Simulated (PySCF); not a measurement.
## Diatomics with 49 electrons

MP2 in PySCF with def2-TZVPPD on every atom, for the lowest determinant that a PBE0 search found; no spin–orbit coupling. All have 49 electrons, 11 of them in the valence shells, and the same state, a doublet (π ↑). For ions De leads to the atom and ion picked by measured ionisation energies and electron affinities.

```tsv
species	difference of nuclear charges	Re (Å)	ωe (cm⁻¹)	k (mdyn/Å)	De (eV)	dissociates to
GaCl⁻	14	2.394	247	0.837	1.37	Ga + Cl⁻
SiSe⁻	20	2.169	488	2.90	4.23	Si + Se⁻
AlBr⁻	22	2.505	251	0.744	1.38	Al + Br⁻
GeCl	15	2.169	415	2.41	4.09	Ge + Cl
SiBr	21	2.227	428	2.23	3.84	Si + Br
PBr⁺	20	2.049	569	4.24	4.19	P⁺ + Br
```

Q: Which member of the whole set has the stiffest bond, and how does it compare with the softest?

A: PBr⁺ with k = 4.24 mdyn/Å, 5.7 times that of AlBr⁻.

Correlated steps freeze 14 core orbitals. Spin–orbit coupling is left out. For an ion De counts to the pair picked by the measured ionisation energies or electron affinities, which need not be the lowest pair at this level. States were picked by a PBE0 search and need not be the measured ground states.
